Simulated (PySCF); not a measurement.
**CsP: energy against distance**

Set-up: Cs def2-TZVPP with ECP46, P def2-TZVPP; scalar-relativistic core potentials (PySCF 2.14). Energies in eV from Cs + P in their ground configurations at the same level. All curves are PBE0. state 1: ³Σ⁻ (triplet), unpaired electrons π ↑↑; state 2: ³Π (triplet), unpaired electrons σ ↑, π ↑, a second solution, started from another occupation; state 3: Ms = 0 determinant of mixed spin (⟨S²⟩ near 1.0), unpaired electrons π ↑↓, a mixture of terms (⟨Lz²⟩ = 2.0), a second solution, started from another occupation; state 4: Ms = 0 determinant of mixed spin (⟨S²⟩ near 1.0), unpaired electrons σ ↓, π ↑, a second solution, started from another occupation.

```csv
R (Å),state 1,state 2,state 3,state 4
2.830,-0.966,-1.111,-0.672,-0.8188
2.962,-1.204,-1.194,-0.908,-0.8994
3.094,-1.331,-1.204,-1.035,-0.9094
3.192,-1.375,-1.179,-1.077,-0.8845
3.291,-1.385,-1.133,-1.086,-0.8399
3.390,-1.371,-1.073,-1.070,-0.7813
3.521,-1.325,-0.978,-1.021,-0.6885
3.686,-1.239,-0.846,-0.929,-0.5589
3.883,-1.114,-0.678,-0.795,-0.3949
4.147,-0.938,-0.455,-0.600,-0.1764
```

Question: Put a parabola through the three lowest points of the state 1 curve and estimate Re, k and ωe (reduced mass 25.12 u; 1 eV/Å² = 0.16022 mdyn/Å; ωe = 1302.8·√(k/μ) cm⁻¹).

Answer: Through R = 3.192, 3.291, 3.39 Å the second-order coefficient is 1.22 eV/Å², so Re ≈ 3.283 Å, k ≈ 0.392 mdyn/Å and ωe ≈ 163 cm⁻¹. A polynomial fit of higher order to the unrounded PBE0 energies gives Re = 3.279 Å, k = 0.418 mdyn/Å, ωe = 168 cm⁻¹; anharmonicity and rounding make the difference.

The higher-order fit for each curve: state 1: Re = 3.279 Å, ωe = 168 cm⁻¹, De = 1.39 eV; state 2: Re = 3.049 Å, ωe = 186 cm⁻¹, minimum 1.21 eV below the ground-state fragments; state 3: Re = 3.273 Å, ωe = 171 cm⁻¹, minimum 1.09 eV below the ground-state fragments; state 4: Re = 3.049 Å, ωe = 184 cm⁻¹, minimum 0.91 eV below the ground-state fragments.

⟨S²⟩ of the unrestricted solution departs from its pure value on part of the curve, where spin states mix. Spin–orbit coupling is left out, which matters for elements this heavy, above all for dissociation energies. The state is the lowest determinant that a PBE0 search found; another state may lie lower at other levels.
